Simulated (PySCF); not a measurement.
WNCl3 (singlet state).
Cartesian coordinates in Å at the PBE0-D3(BJ)/def2-SVP level; atoms count from 1:
```xyz
5
Cl3NW angstrom
W      0.0176   -0.0215   -0.0064
N      0.1909   -0.0245    1.6364
Cl     2.1390   -0.0267   -0.7951
Cl    -1.1333    1.8760   -0.4456
Cl    -1.1394   -1.9138   -0.4515
```

Computed with PBE0-D3(BJ)/def2-SVP geometry optimisation, gas phase, def2 core potentials past Kr (PySCF 2.14.0).

(1) Which atoms are bound to W1, and at what distances?

(2) List the angles at W1.

(3) What is the shape at W1?

(4) What are the rotational constants (commonest isotopes, rigid rotor)?

Results:

(1) 4 atoms: N2 1.652 Å, Cl5 2.262 Å, Cl4 2.262 Å, Cl3 2.263 Å.

(2) 
```json
{"angle": "Cl3–W1–Cl4", "degrees": "114.3", "distance of the outer atoms (Å)": "3.80"}
{"angle": "Cl3–W1–Cl5", "degrees": "114.1", "distance of the outer atoms (Å)": "3.80"}
{"angle": "Cl4–W1–Cl5", "degrees": "113.8", "distance of the outer atoms (Å)": "3.79"}
{"angle": "N2–W1–Cl3", "degrees": "104.4", "distance of the outer atoms (Å)": "3.12"}
{"angle": "N2–W1–Cl4", "degrees": "104.4", "distance of the outer atoms (Å)": "3.11"}
{"angle": "N2–W1–Cl5", "degrees": "104.3", "distance of the outer atoms (Å)": "3.11"}
```

(3) Distorted tetrahedral: angles from 104.3° to 114.3°; τ4 = (360° − α − β)/141° = 0.93 with α and β the two widest (0 for a square, 1 for a tetrahedron).

(4) A = 1589, B = 1580, C = 1003 MHz: an oblate symmetric top.

Point group: C3v (every atom within 0.08 Å of its image). Charge 0, singlet. PBE0-D3(BJ)/def2-SVP frequencies: not computed here.
